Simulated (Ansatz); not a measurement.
An input meant for GaH₂Br (charge 0, singlet).

```yaml
crystal:
  periodic: [false, false, false]
  atoms:
    - {symbol: Ga, position_ang: [0.126523, 0.211478, -0.001060]}
    - {symbol: H, position_ang: [1.684222, 0.052148, 0.012877]}
    - {symbol: H, position_ang: [-0.750466, 1.508595, -0.020697]}
    - {symbol: Br, position_ang: [-1.060278, -1.772221, 0.008880]}
basis:
  gaussian: {orbitals: "6-31G*"}
magnetization: {spin_polarized: true, initial_magnetization: 1}
hamiltonian: {xc: {name: wB97X-V}}
scf: {omitted_lower_state_checks: [starts]}
```

```sh
$ ansatz run in.yaml --threads 4 --pin off --events-out ev --progress --plain --max-ram 3916MiB
```

Shortened log:

```
Error: a molecule whose nuclei and cores have a total charge of 68 cannot have a net charge of 0 together with 1 unpaired electrons
```

**Question.** What is wrong with this run?

**Answer.** The number of unpaired electrons doesn't fit the electron count. The program refused the input.
